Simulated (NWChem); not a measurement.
Program: NWChem. System: HNaO, charge 0, spin multiplicity 1, at a geometry optimised with PBE0/def2-SVP. The structure started from a generated list of species. Level: RHF/def2-TZVP.

Input file:

```
start mol
memory heap 200 mb stack 900 mb global 1100 mb
geometry units angstroms nocenter noautoz
  Na     0.000000     0.000000    -0.906784
  O      0.000000     0.000000     1.002004
  H      0.000000     0.000000     1.958588
  symmetry group C2v
end
basis spherical
  * library def2-tzvp
end
scf
  rhf
  nopen 0
  maxiter 100
  thresh 1e-7
  semidirect memsize 60000000 filesize 0
end
task scf energy
```

Part of the output:

```
             Northwest Computational Chemistry Package (NWChem) 7.3.0
             --------------------------------------------------------

                                NWChem Input Module
                                -------------------

 Scaling coordinates for geometry "geometry" by  1.889725989
 (inverse scale =  0.529177249)

 Turning off AUTOSYM since
 SYMMETRY directive was detected!

                             Geometry "geometry" -> ""
                             -------------------------

 Output coordinates in angstroms (scale by  1.889725989 to convert to a.u.)

  No.       Tag          Charge          X              Y              Z
 ---- ---------------- ---------- -------------- -------------- --------------
    1 Na                  11.0000     0.00000000     0.00000000    -0.90678400
    2 O                    8.0000     0.00000000     0.00000000     1.00200400
    3 H                    1.0000     0.00000000     0.00000000     1.95858800

 Effective nuclear repulsion energy (a.u.)      30.8534615413

            Nuclear Dipole moment (a.u.)
            ----------------------------
        X                 Y               Z
 ---------------- ---------------- ----------------
     0.0000000000     0.0000000000    -0.0000075589

      Symmetry information
      --------------------

 Group name             C2v
 Group number             16
 Group order               4
 No. of unique centers     3

      Symmetry unique atoms

     1    2    3


 Summary of "ao basis" -> "" (spherical)
 ------------------------------------------------------------------------------
       Tag                 Description            Shells   Functions and Types
 ---------------- ------------------------------  ------  ---------------------
 *                         def2-tzvp                  on all atoms

 Summary of "ao basis" -> "ao basis" (spherical)
 ------------------------------------------------------------------------------
       Tag                 Description            Shells   Functions and Types
 ---------------- ------------------------------  ------  ---------------------
[...]
              MO Center= -2.5D-16, -8.1D-17,  1.1D+00, r^2= 8.5D-01
   Bfn.  Coefficient  Atom+Function         Bfn.  Coefficient  Atom+Function
  ----- ------------  ---------------      ----- ------------  ---------------
    40      0.368319  2 O  pz                43      0.324863  2 O  pz
    65      0.223713  3 H  s                 37     -0.193760  2 O  s
    46      0.187894  2 O  pz                64      0.160998  3 H  s

 Vector    9  Occ=2.000000D+00  E=-3.357069D-01  Symmetry=b2
              MO Center= -1.4D-31, -7.5D-16,  9.9D-01, r^2= 8.4D-01
   Bfn.  Coefficient  Atom+Function         Bfn.  Coefficient  Atom+Function
  ----- ------------  ---------------      ----- ------------  ---------------
    39      0.434916  2 O  py                42      0.384727  2 O  py
    45      0.352924  2 O  py

 Vector   10  Occ=2.000000D+00  E=-3.357069D-01  Symmetry=b1
              MO Center= -5.0D-16, -9.9D-32,  9.9D-01, r^2= 8.4D-01
   Bfn.  Coefficient  Atom+Function         Bfn.  Coefficient  Atom+Function
  ----- ------------  ---------------      ----- ------------  ---------------
    38      0.434916  2 O  px                41      0.384727  2 O  px
    44      0.352924  2 O  px

 Vector   11  Occ=0.000000D+00  E=-3.326533D-03  Symmetry=a1
              MO Center= -2.4D-14, -2.1D-14, -2.5D+00, r^2= 9.1D+00
   Bfn.  Coefficient  Atom+Function         Bfn.  Coefficient  Atom+Function
  ----- ------------  ---------------      ----- ------------  ---------------
     5      0.931022  1 Na s                 14     -0.488254  1 Na pz

 Vector   12  Occ=0.000000D+00  E= 6.003653D-02  Symmetry=b1
              MO Center= -2.3D-14, -1.2D-29, -1.1D+00, r^2= 1.3D+01
   Bfn.  Coefficient  Atom+Function         Bfn.  Coefficient  Atom+Function
  ----- ------------  ---------------      ----- ------------  ---------------
    12      1.086079  1 Na px

 Vector   13  Occ=0.000000D+00  E= 6.003653D-02  Symmetry=b2
              MO Center= -9.3D-30, -2.8D-14, -1.1D+00, r^2= 1.3D+01
   Bfn.  Coefficient  Atom+Function         Bfn.  Coefficient  Atom+Function
  ----- ------------  ---------------      ----- ------------  ---------------
    13      1.086079  1 Na py

 center of mass
 --------------
 x =   0.00000000 y =   0.00000000 z =  -0.13447461

 moments of inertia (a.u.)
 ------------------
         137.936565497949           0.000000000000           0.000000000000
           0.000000000000         137.936565497949           0.000000000000
           0.000000000000           0.000000000000           0.000000000000

  Mulliken analysis of the total density
  --------------------------------------

    Atom       Charge   Shell Charges
 -----------   ------   -------------------------------------------------------
    1 Na  11    10.19   2.00  0.67  1.33  0.04 -0.00  5.08  0.91  0.04  0.06  0.00  0.02  0.05
    2 O    8     9.09   0.79  1.18  0.56  0.91  0.42  1.84  2.02  1.36  0.00  0.01  0.00
    3 H    1     0.71   0.26  0.34  0.06  0.05

       Multipole analysis of the density wrt the origin
       ------------------------------------------------

     L   x y z        total         open         nuclear
     -   - - -        -----         ----         -------
     0   0 0 0     -0.000000      0.000000     20.000000

     1   1 0 0      0.000000      0.000000      0.000000
     1   0 1 0      0.000000      0.000000      0.000000
     1   0 0 1     -2.544516      0.000000     -0.000008

     2   2 0 0     -8.960082      0.000000      0.000000
     2   1 1 0      0.000000      0.000000      0.000000
     2   1 0 1      0.000000      0.000000      0.000000
     2   0 2 0     -8.960082      0.000000      0.000000
     2   0 1 1      0.000000      0.000000      0.000000
     2   0 0 2     -4.226382      0.000000     74.681641

 Task  times  cpu:        0.5s     wall:        0.5s

 Total times  cpu:        0.5s     wall:        0.5s
```
